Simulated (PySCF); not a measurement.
H3B, charge -1, doublet, at a GFN2-xTB geometry (a state made from the parent by changing its charge; the spin is typed, not shown lowest); MP2/cc-pVDZ run with PySCF.

PySCF was given this input:
```python
from pyscf import gto, scf, mp

mol = gto.M(
    atom='''
B    -0.02295689    0.11293440    0.07973905
H    -1.12938022   -0.24504002   -0.38859424
H     0.47162964   -0.77145882    0.81790375
H     0.77253505    0.45182687   -0.82800475
''',
    basis='cc-pvdz',
    charge=-1,
    spin=1,
    verbose=4,
)

mf = scf.UHF(mol)
mf.kernel()

pt = mp.MP2(mf)
pt.kernel()
print('E(MP2) = %.10f' % pt.e_tot)
```

**Question.** Write the output that PySCF gives for this input, abridged.

**Answer.** 
```
PySCF version 2.14.0

[INPUT] verbose = 4
[INPUT] num. atoms = 4
[INPUT] num. electrons = 9
[INPUT] charge = -1
[INPUT] spin (= nelec alpha-beta = 2S) = 1
[INPUT] symmetry False subgroup None
[INPUT] Mole.unit = angstrom
[INPUT] Symbol           X                Y                Z      unit          X                Y                Z       unit  Magmom
[INPUT]  1 B     -0.022956890000   0.112934400000   0.079739050000 AA   -0.043382234772   0.213415086042   0.150684965933 Bohr   0.0
[INPUT]  2 H     -1.129380220000  -0.245040020000  -0.388594240000 AA   -2.134219306301  -0.463058527358  -0.734336687184 Bohr   0.0
[INPUT]  3 H      0.471629640000  -0.771458820000   0.817903750000 AA    0.891250851827  -1.457845886180   1.545614083755 Bohr   0.0
[INPUT]  4 H      0.772535050000   0.451826870000  -0.828004750000 AA    1.459879666127   0.853829040019  -1.564702207339 Bohr   0.0

nuclear repulsion = 7.09753913877213
number of shells = 14
number of NR pGTOs = 47
number of NR cGTOs = 29
basis = cc-pvdz
ecp = {}

******** <class 'pyscf.scf.uhf.UHF'> ********
method = UHF
initial guess = minao
damping factor = 0
level_shift factor = 0
DIIS = <class 'pyscf.scf.diis.CDIIS'>
diis_start_cycle = 1
diis_space = 8
diis_damp = 0
SCF conv_tol = 1e-09
SCF conv_tol_grad = None
SCF max_cycles = 50
direct_scf = True
direct_scf_tol = 1e-13
number electrons alpha = 5  beta = 4
Set gradient conv threshold to 3.16228e-05
init E= -26.0380543015297

cycle= 1 E= -26.3217996492559  delta_E= -0.284  |g|= 0.145  |ddm|= 1.07
cycle= 2 E= -26.342242873628  delta_E= -0.0204  |g|= 0.0418  |ddm|= 0.234
cycle= 3 E= -26.3443984073958  delta_E= -0.00216  |g|= 0.0157  |ddm|= 0.0744
cycle= 4 E= -26.3448046416087  delta_E= -0.000406  |g|= 0.00623  |ddm|= 0.0317
cycle= 5 E= -26.3449031663015  delta_E= -9.85e-05  |g|= 0.00235  |ddm|= 0.0189
cycle= 6 E= -26.3449189681012  delta_E= -1.58e-05  |g|= 0.000701  |ddm|= 0.0105
cycle= 7 E= -26.3449203142907  delta_E= -1.35e-06  |g|= 0.000197  |ddm|= 0.00322
cycle= 8 E= -26.3449204130806  delta_E= -9.88e-08  |g|= 4.59e-05  |ddm|= 0.00109
cycle= 9 E= -26.3449204193911  delta_E= -6.31e-09  |g|= 1.17e-05  |ddm|= 0.000421
cycle= 10 E= -26.3449204197851  delta_E= -3.94e-10  |g|= 2.59e-06  |ddm|= 0.000113
Extra cycle  E= -26.3449204197967  delta_E= -1.16e-11  |g|= 1.28e-06  |ddm|= 1.2e-05
converged SCF energy = -26.3449204197967  <S^2> = 0.75705826  2S+1 = 2.0070459

******** <class 'pyscf.mp.ump2.UMP2'> ********
nocc = (np.int64(5), np.int64(4)), nmo = (29, 29)
E(UMP2) = -26.4549936802827  E_corr = -0.110073260485915
E(SCS-UMP2) = -26.4615541855083  E_corr = -0.116633765711517
E_corr(same-spin) = -0.0178317079287479
E_corr(oppo-spin) = -0.0922415525571674
E(MP2) = -26.4549936803
```
